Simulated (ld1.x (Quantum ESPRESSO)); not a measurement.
**Mn: excitation energies, all-electron against ultrasoft**

```json
{
  "Element": "manganese",
  "Generator": "ld1.x (Quantum ESPRESSO) 7.5",
  "Type": "ultrasoft",
  "Functional": "PBEsol",
  "Relativity": "scalar-relativistic",
  "Frozen core": "[Ne] 3s2",
  "Valence charge": "13",
  "Reference configuration": "3p6 3d5 4s1.75 4p0 (charge +0.25)",
  "Partial waves": "4s (bound): rcut 2.45, rcutus 2.80 bohr; 4s channel at 2.95 Ry: rcut 2.45, rcutus 2.80 bohr; 3p (bound): rcut 1.25, rcutus 1.40 bohr; 4p (bound, empty): rcut 1.25, rcutus 1.40 bohr; 3d (bound): rcut 1.25, rcutus 1.60 bohr; 3d channel at 0.2 Ry: rcut 1.25, rcutus 1.60 bohr",
  "Local potential": "all-electron potential smoothed inside 2.30 bohr (lloc = -1)",
  "Core correction": "Bessel-smoothed model core inside 1.15 bohr",
  "Augmentation charge": "built from norm-conserving waves at rcut, not smoothed further"
}
```

Energies are relative to the spin-unpolarised reference configuration 3p6 3d5 4s1.75 4p0; without spin polarisation the order of configurations can differ from experiment.

Task: Give the all-electron excitation energy and the error of the potential for: 3p6 3d5 4s2 4p0; 3p6 3d5 4s1 4p0; 3p6 3d5 4s0 4p0; 3p5 3d5 4s2 4p0; 3p6 3d3 4s0 4p0; 3p6 3d5 4s1.5 4p0; 3p6 3d5 4s0 4p2.

Result:

| valence configuration | charge | ΔE all-electron (eV) | error AE − PS (meV) |
| --- | --- | --- | --- |
| 3p6 3d5 4s2 4p0 | 0 | -1.481 | +0.3 |
| 3p6 3d5 4s1 4p0 | +1 | 6.952 | -2.1 |
| 3p6 3d5 4s0 4p0 | +2 | 22.463 | -42 |
| 3p5 3d5 4s2 4p0 | +1 | 60.391 | -254 |
| 3p6 3d3 4s0 4p0 | +4 | 105.664 | -322 |
| 3p6 3d5 4s1.5 4p0 | +0.5 | 1.890 | -0.2 |
| 3p6 3d5 4s0 4p2 | 0 | 6.480 | -1375 |

These tests converged, but a pseudo level misses the all-electron one widely, so the file describes the atom poorly there or has found another state: 3p6 3d3 4s0 4p0: empty 4s by 4.6 eV (a node warning on the way).

A Bessel basis up to 400 Ry misses an occupied level by 0.73 Ry, so cutoffs and ghosts were not judged.
